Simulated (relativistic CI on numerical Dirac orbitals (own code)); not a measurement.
Mn⁶⁺ in a cubic cluster: 2p photoemission with charge transfer

Computed with a charge-transfer multiplet model of a cubic metal-ligand cluster with up to 2 ligand holes, Slater and spin-orbit integrals from Dirac-Coulomb-Breit ions, Slater integrals scaled by 0.9. The ground state mixes d1 with configurations of k ligand holes L, whose averages lie at kΔ + k(k − 1)U_dd/2; a core hole lowers each added d electron by U_cd. 300 K, Lorentzian 0.6 eV and Gaussian 0.8 eV FWHM.

Atomic integrals in eV (Slater integrals scaled, ζ unscaled), ground: F2dd 11.938, F4dd 7.546, zeta_d 0.064; with the core hole: F2dd 11.938, F4dd 7.546, zeta_d 0.092, zeta_core 6.783, F2cd 8.752, G1cd 7.048, G3cd 4.019. Where a configuration has fewer than two d electrons, the dd integrals are those of d2.

Cluster parameters (eV): U_dd = 6.1, U_cd = 7, 10Dq = 2.5, 10Dq(ligand) = 1.6, V(eg) = 2.05, V(t2g) = -0.91, final-state hopping factor = 0.9.

| Case | n_d | d1 | d2L | d3L2 | S |
| --- | --- | --- | --- | --- | --- |
| Δ = -1.9 eV | 2.08 | 0.15 | 0.63 | 0.22 | 0.50 |
| Δ = -0.9 eV | 1.98 | 0.20 | 0.62 | 0.18 | 0.50 |
| Δ = 2.1 eV | 1.66 | 0.42 | 0.50 | 0.08 | 0.50 |

Weights, n_d and S are thermal averages at 300 K. Binding energies count from the first peak over 30 % of the highest in each spectrum, which can be another peak from case to case. The parameters are a model scan and need not match a compound or its usual spin state. Peaks in eV (height, largest 100):
- Δ = -1.9 eV: 0.0 (100), 12.0 (52), 17.4 (14), 20.4 (8), 21.7 (8)
- Δ = -0.9 eV: 0.0 (100), 0.8 (96), 12.0 (53), 17.6 (15), 21.7 (8)
- Δ = 2.1 eV: 0.0 (100), 0.9 (93), 6.3 (22), 7.4 (21), 11.8 (58), 16.8 (15), 21.4 (10)

Curve for Δ = -0.9 eV (points under 2 left out, the grid thinned):

E (eV), Intensity and a bar:
```
     -3.9        2.0 
     -3.2        2.9 
     -2.5        4.8 #
     -1.8       10.4 ###
     -1.0       41.3 ############
     -0.3       93.6 #############################
      0.4       96.5 ##############################
      1.1       94.0 #############################
      1.8       61.1 ###################
      2.5       37.4 ###########
      3.3       29.6 #########
      4.0       25.1 #######
      4.7       22.4 ######
      5.4       21.4 ######
      6.1       20.0 ######
      6.8       19.7 ######
      7.6       18.9 #####
      8.3       19.0 #####
      9.0       21.1 ######
      9.7       24.4 #######
     10.4       30.1 #########
     11.1       41.4 ############
     11.9       53.2 ################
     12.6       48.2 ###############
     13.3       38.3 ############
     14.0       25.4 #######
     14.7       20.5 ######
     15.4       18.3 #####
     16.1       14.9 ####
     16.9       14.1 ####
     17.6       15.2 ####
     18.3       13.7 ####
     19.0       10.8 ###
     19.7        8.3 ##
     20.4        6.9 ##
     21.2        7.5 ##
     21.9        7.9 ##
     22.6        6.0 #
     23.3        4.1 #
     24.0        3.5 
     24.7        4.4 #
     25.5        4.0 #
     26.2        2.7 
     26.9        2.7 
     27.6        2.1
```

For the case Δ = -0.9 eV, Δ = -0.9 eV is smaller than U_dd = 6.1 eV, the charge-transfer side of the Zaanen-Sawatzky-Allen scheme (negative Δ: between configuration averages a ligand hole costs less than the nominal valence; multiplet and field energies can change this for the lowest states). With the core hole the configuration with one ligand hole lies at Δ − U_cd = -8.9, -7.9, -4.9 eV from the one without, in the order of the table; where this is negative the screened configuration lies lower, though the effective hopping of about 3.8 eV (from the holes of the mixed ground state) mixes the two strongly wherever it is as large as the gap.

With at most 2 ligand holes the space is cut while the next configuration still counts, so covalency is underestimated, and a final configuration with one more ligand hole, which can lie low, is missing from the spectra.
